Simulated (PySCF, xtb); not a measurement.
CH2O3, SMILES O=C(O)O. Other conformers were not sampled.

Harmonic wavenumbers (cm⁻¹) from GFN2-xTB in xtb 6.7.1 at its own minimum, in rising order: 486, 507, 560, 576, 731, 979, 1088, 1193, 1302, 1830, 3486, 3490.

Task: What does PBE-D3(BJ)/def2-SVP in PySCF give at its own minimum? (The exact figures need the calculation; the answer reports its results.)

Result: 520, 538, 589, 600, 770, 969, 1125, 1249, 1445, 1834, 3696, 3700. Paired by order, the mean absolute difference is 69 cm⁻¹ and the zero-point energies are 23.2 and 24.4 kcal/mol.
